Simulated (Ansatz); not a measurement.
A nudged elastic band was laid between two geometries of a periodic cell of 17 atoms, Be16Cl (surface Be(0001), adsorbate Cl).

Computed with DFT PBE-D3(BJ), scalar-relativistic, plane waves, PAW in Ansatz 0.2.0. Settings: cutoff 420 eV, k mesh 5x5x1, gaussian smearing 0.05 eV, no spin polarisation.

```json
{
  "movable images": "5",
  "climbing image": "yes",
  "spring": "5.0 eV/Å²",
  "optimiser": "quadratic models (default)",
  "start path": "IDPP",
  "force threshold": "0.05 eV/Å",
  "iteration limit": "19",
  "end points": "relaxed",
  "atoms held": "1 to 4"
}
```

Image 0:

```xyz
17
Lattice="4.5800 0.0000 0.0000 2.2900 3.9664 0.0000 0.0000 0.0000 16.3826" Properties=species:S:1:pos:R:3
Be 0.000 1.322 1.000
Be 2.290 1.322 1.000
Be 1.145 3.305 1.000
Be 3.435 3.305 1.000
Be 0.003 -0.002 2.828
Be 2.287 -0.002 2.828
Be 1.145 1.983 2.815
Be 3.435 1.987 2.828
Be -0.023 1.309 4.626
Be 2.314 1.309 4.626
Be 1.145 3.333 4.626
Be 3.435 3.306 4.552
Be 0.035 -0.020 6.482
Be 2.255 -0.020 6.482
Be 1.145 1.984 6.213
Be 3.435 2.024 6.482
Cl 3.436 0.662 8.146
```

Image 6:

Only the atoms that move by more than 0.05 Å are listed.
```
Be13 0.000 -0.073 6.478
Be14 2.290 0.000 6.231
Be15 1.208 2.020 6.478
Be16 3.372 2.020 6.478
Cl17 4.580 1.322 8.108
```

(1) What changes between the two ends?

(2) Give the energies along the band, and the barrier.

(3) What is the geometry of the highest image?

The band took 5 iterations and of the order of 6 core-minutes.

## Answers

(1) Contacts lost: Be14–Cl17. Contacts made: Be15–Cl17. The atom that moves furthest is Cl17, by 1.32 Å.

(2) The forces met the threshold. The highest image is number 3 of 0 to 6, 0.117 eV above the first end and 0.198 eV above the last; the last end lies 0.080 eV below the first. The order of the stationary point at the top wasn't checked. Limits of this set-up: coarse k mesh, thin slab, slab without dipole correction, odd electron count without spin.

```tsv
image	path coordinate (Å)	energy (eV)	Be14–Cl17 (Å)	Be15–Cl17 (Å)
0	0.00	0.000	2.15	3.27
1	0.22	0.029	2.29	3.18
2	0.43	0.093	2.52	3.05
3	0.65	0.117	2.74	2.90
4	0.93	0.077	2.95	2.63
5	1.22	-0.029	3.12	2.33
6	1.50	-0.080	3.24	2.15
```

(3) 
```xyz
17
Lattice="4.5800 0.0000 0.0000 2.2900 3.9664 0.0000 0.0000 0.0000 16.3826" Properties=species:S:1:pos:R:3
Be 0.000 1.322 1.000
Be 2.290 1.322 1.000
Be 1.145 3.305 1.000
Be 3.435 3.305 1.000
Be -0.001 0.008 2.834
Be 2.292 0.002 2.805
Be 1.139 1.980 2.822
Be 3.441 1.978 2.835
Be 0.003 1.324 4.658
Be 2.308 1.303 4.607
Be 1.136 3.332 4.607
Be 3.429 3.302 4.566
Be 0.017 -0.046 6.527
Be 2.250 -0.023 6.306
Be 1.197 2.015 6.274
Be 3.404 2.020 6.531
Cl 3.930 0.946 8.237
```

The run took 5.9 min on 1 thread of Arm Neoverse V2, on a shared host, peak memory 0.73 GiB.
